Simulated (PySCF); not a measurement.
C4H2BrCl, SMILES C#C/C=C(/Cl)Br. Atoms are numbered in the order given.

```xyz
8

C      0.5820     3.2765     0.0000
C      0.9367     2.1150     0.0000
C      1.3923     0.7740     0.0000
C      0.5956    -0.3158     0.0000
Cl     1.2557    -1.9141     0.0000
Br    -1.2891    -0.2130     0.0000
H      0.2572     4.2998     0.0000
H      2.4730     0.5975     0.0000
```
Charge 0, spin multiplicity 1.

Geometry: B3LYP-D3(BJ)/def2-SVP. The structure was generated by enumeration; whether it is a known compound was not checked.

Calculation: TDDFT-PBE/def2-SVPD (PySCF).

Vertical excitations.  State labels are in the subgroup Cs.

Give excitation energies, oscillator strengths and character. (The exact figures need the calculation; the answer reports its results.)


```json
[
 {"state": "S1", "symmetry": "A\"", "energy (eV)": "4.38", "λ (nm)": "283", "f": "0.000", "main pairs": "HOMO→LUMO+1 98 %"},
 {"state": "S2", "symmetry": "A\"", "energy (eV)": "4.62", "λ (nm)": "268", "f": "0.000", "main pairs": "HOMO−1→LUMO 98 %"},
 {"state": "S3", "symmetry": "A'", "energy (eV)": "4.67", "λ (nm)": "265", "f": "0.261", "main pairs": "HOMO→LUMO 85 %"},
 {"state": "S4", "symmetry": "A\"", "energy (eV)": "5.02", "λ (nm)": "247", "f": "0.000", "main pairs": "HOMO−2→LUMO 100 %"},
 {"state": "S5", "symmetry": "A\"", "energy (eV)": "5.27", "λ (nm)": "235", "f": "0.000", "main pairs": "HOMO→LUMO+2 99 %"},
 {"state": "S6", "symmetry": "A'", "energy (eV)": "5.43", "λ (nm)": "228", "f": "0.101", "main pairs": "HOMO−1→LUMO+1 81 %"},
 {"state": "S7", "symmetry": "A'", "energy (eV)": "5.53", "λ (nm)": "224", "f": "0.047", "main pairs": "HOMO−3→LUMO 82 %"},
 {"state": "S8", "symmetry": "A'", "energy (eV)": "5.91", "λ (nm)": "210", "f": "0.036", "main pairs": "HOMO−2→LUMO+1 77 %"},
 {"state": "S9", "symmetry": "A\"", "energy (eV)": "5.91", "λ (nm)": "210", "f": "0.000", "main pairs": "HOMO−5→LUMO 100 %"},
 {"state": "S10", "symmetry": "A\"", "energy (eV)": "6.03", "λ (nm)": "206", "f": "0.003", "main pairs": "HOMO→LUMO+3 61 %, HOMO−3→LUMO+1 38 %"},
 {"state": "T1", "symmetry": "A'", "energy (eV)": "2.99", "λ (nm)": "415", "f": "0", "main pairs": "HOMO→LUMO 98 %"},
 {"state": "T2", "symmetry": "A\"", "energy (eV)": "4.04", "λ (nm)": "307", "f": "0", "main pairs": "HOMO→LUMO+1 97 %"},
 {"state": "T3", "symmetry": "A\"", "energy (eV)": "4.41", "λ (nm)": "281", "f": "0", "main pairs": "HOMO−1→LUMO 92 %"},
 {"state": "T4", "symmetry": "A\"", "energy (eV)": "4.89", "λ (nm)": "254", "f": "0", "main pairs": "HOMO−2→LUMO 91 %"}
]
```
Triplets are in the Tamm–Dancoff approximation, which puts them higher than full response would, so one can lie above its singlet here.
